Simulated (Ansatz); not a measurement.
Harmonic frequencies (cm⁻¹) at PBE0-D4/def2-TZVP from Ansatz: 244, 288, 542, 579, 613, 701, 799, 842, 1037, 1137, 1272, 1614, 1882, 3529, 3592.

Each molecule was computed in one conformer, which needn't be the lowest.

Which molecule is it?
A. `C#CC(F)(F)F`
B. `N=C1NB1F`
C. `C=NC=O`
D. `FB1N=CN1`

B.
